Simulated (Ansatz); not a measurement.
Single points on Zr2O2⁺.

```yaml
crystal:
  periodic: [false, false, false]
  atoms:
    - {symbol: Zr, position_ang: [-1.091047, 0.767576, -0.043232]}
    - {symbol: Zr, position_ang: [0.820163, -1.099025, -0.173833]}
    - {symbol: O, position_ang: [-0.240264, -0.302088, 1.291360]}
    - {symbol: O, position_ang: [0.511148, 0.633537, -1.074294]}
basis:
  gaussian: {orbitals: def2-TZVP, initial_orbitals: start.molden}
total_charge: 1
magnetization: {spin_polarized: true, initial_magnetization: 1}
hamiltonian: {xc: {name: B97M-V}}
scf: {omitted_lower_state_checks: [starts]}
output: {orbitals: {seedname: orbitals}}
```

The file start.molden holds the orbitals of an earlier run on this structure, at another level or in another basis.

```sh
$ ansatz run in.yaml --threads 2 --pin off --events-out ev --progress --plain --max-ram 4352MiB
```

It prints (some lines left out):

```
Functional definition: B97M-V
944 factors; their error is unknown
mean field evaluation 1: about -6651.8938 eV, gradient 8.7e0 eV
mean field evaluation 2: about -6652.0656 eV, gradient 2.9e-1 eV
mean field evaluation 4: about -6652.0746 eV, gradient 1.1e-1 eV
mean field evaluation 8: about -6652.0749 eV, gradient 5.4e-5 eV
mean field -6652.07494644 eV, -244.4592453432 hartree, gradient 1.4e-5 eV, S^2 1.016936; 0 other end points of the search recorded, 0 dependent functions left out
reference -6652.07503253 eV, -244.4592485070 hartree; 20, 19 occupied and 122, 123 virtual orbitals, 944 factors
Total energy: -6652.07503253 eV, -244.4592485070 hartree
Checks for a lower state left out: starts
```

It took 22 s on 2 threads of Arm Neoverse V1 on a shared host.

As the first input, with `hamiltonian: {xc: {name: BLYP}, dispersion: d4}`, `output: {forces: true, orbitals: {seedname: orbitals}}` (abridged; 8 s):

```
Functional definition: BLYP
mean field evaluation 16: about -6651.3927 eV, gradient 6.9e-6 eV
mean field -6651.39267377 eV, -244.4341722851 hartree, gradient 6.9e-6 eV, S^2 0.824488
Total energy: -6651.67840373 eV, -244.4446726677 hartree
Atom 0 force    -0.701063     0.059016    -0.198228 eV/Å
Atom 1 force    -0.137361    -0.254069    -0.146363 eV/Å
Atom 2 force     0.213379    -0.156292     0.817288 eV/Å
Atom 3 force     0.625046     0.351345    -0.472697 eV/Å
Dipole moment:    -0.238666    -0.153158    -0.136334 e Å
Checks for a lower state left out: starts
```

As the first input, with `hamiltonian: {xc: pbe0, dispersion: d4}` (abridged; 7 s):

```
Functional definition: PBE0
mean field -6647.71596452 eV, -244.2990557126 hartree, gradient 3.1e-5 eV, S^2 1.219892
Total energy: -6647.82928087 eV, -244.3032200116 hartree
Checks for a lower state left out: starts
```

As the first input, with `hamiltonian: {xc: pbe, dispersion: d4}` (abridged; 6.5 s):

```
Functional definition: PBE
mean field -6649.81781623 eV, -244.3762973379 hartree, gradient 2.5e-5 eV, S^2 0.930501
Total energy: -6649.95314785 eV, -244.3812706833 hartree
Checks for a lower state left out: starts
```

The first input with `hamiltonian: {xc: r2scan, dispersion: d4}`, `output: {forces: true, orbitals: {seedname: orbitals}}` (abridged; 14 s):

```
Functional definition: r2SCAN
mean field -6652.36647547 eV, -244.4699588376 hartree, gradient 2.0e-5 eV, S^2 1.290563
Total energy: -6652.39122334 eV, -244.4708683048 hartree
Atom 0 force    -0.003278     0.003218     0.001315 eV/Å
Atom 1 force     0.000880     0.003817    -0.000391 eV/Å
Atom 2 force     0.000163    -0.002481    -0.000035 eV/Å
Atom 3 force     0.002235    -0.004554    -0.000889 eV/Å
Dipole moment:    -0.286243    -0.122915    -0.139556 e Å
Checks for a lower state left out: starts
```

As the first input, with `gaussian: {orbitals: def2-SVP, initial_orbitals: start.molden}`, `hamiltonian: {xc: pbe, dispersion: d4}` (abridged; 4.1 s):

```
Functional definition: PBE
mean field -6644.31001608 eV, -244.1738894159 hartree, gradient 1.7e-5 eV, S^2 0.921932
Total energy: -6644.44533824 eV, -244.1788624134 hartree
Checks for a lower state left out: starts
```

The first input with `hamiltonian: {xc: {name: r2SCAN0}, dispersion: d4}` (abridged; 16 s):

```
Functional definition: r2SCAN0
mean field -6649.23095255 eV, -244.3547304956 hartree, gradient 1.1e-5 eV, S^2 1.385668
Total energy: -6649.26329071 eV, -244.3559189010 hartree
Checks for a lower state left out: starts
```

Geometry: r2SCAN-D4/def2-TZVP.

In the def2 sets Zr takes a core potential; there is no spin–orbit coupling. At B97M-V/def2-TZVP, PBE0-D4/def2-TZVP, PBE-D4/def2-TZVP, r2SCAN-D4/def2-TZVP and others the charge 1 doublet is spin-contaminated (final ⟨S²⟩ up to 1.39, 0.75 for a pure state). The structure comes from a short search, and lower isomers may exist.
